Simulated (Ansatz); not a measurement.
`C=[C](O)[GeH3]` and `C=[C]([GeH3])[TeH]` differ in one element.

Ansatz, PBE0-D4/def2-TZVP geometries, multiplicity 1. Each molecule was computed in one conformer, which needn't be the lowest.

Elements past krypton have def2 core potentials. Scalar relativity is left out up to krypton. Spin–orbit coupling is left out; it splits and shifts lone-pair levels of the heavy atoms by tenths of an eV.

```json
{"property": "HOMO energy (ωB97M-V/def2-TZVPP) / eV", "`C=[C](O)[GeH3]`": "-9.09"}
{"property": "HOMO–LUMO gap (B3LYP/def2-TZVPP) / eV", "`C=[C](O)[GeH3]`": "6.53"}
{"property": "HOMO–LUMO gap (ωB97M-V/def2-TZVPP) / eV", "`C=[C](O)[GeH3]`": "10.92"}
{"property": "HOMO–LUMO gap (PBE/def2-TZVPP) / eV", "`C=[C](O)[GeH3]`": "4.91"}
{"property": "HOMO–LUMO gap (PBE0/def2-TZVPP) / eV", "`C=[C](O)[GeH3]`": "7.06"}
{"property": "LUMO energy (PBE0/def2-TZVPP) / eV", "`C=[C](O)[GeH3]`": "0.21"}
```

Question: Give the same properties after the change, and the shifts. (An estimate is asked.)

Answer: Ansatz gave: 
```csv
property,`C=[C]([GeH3])[TeH]`,shift
HOMO energy (ωB97M-V/def2-TZVPP) / eV,-8.24,0.85
HOMO–LUMO gap (B3LYP/def2-TZVPP) / eV,4.87,-1.66
HOMO–LUMO gap (ωB97M-V/def2-TZVPP) / eV,9.21,-1.71
HOMO–LUMO gap (PBE/def2-TZVPP) / eV,3.48,-1.43
HOMO–LUMO gap (PBE0/def2-TZVPP) / eV,5.30,-1.76
LUMO energy (PBE0/def2-TZVPP) / eV,-0.89,-1.10
```

With PBE0 the HOMO rises by 0.67 eV and the LUMO falls by 1.10 eV, so the gap narrows by about 1.77 eV. PBE moves the HOMO by 0.45 eV and ωB97M-V by 0.85 eV.

Positive LUMOs are unbound, so they and the gaps depend on the basis.

B3LYP here is the variant with VWN-RPA as its local correlation; programs differ in this.
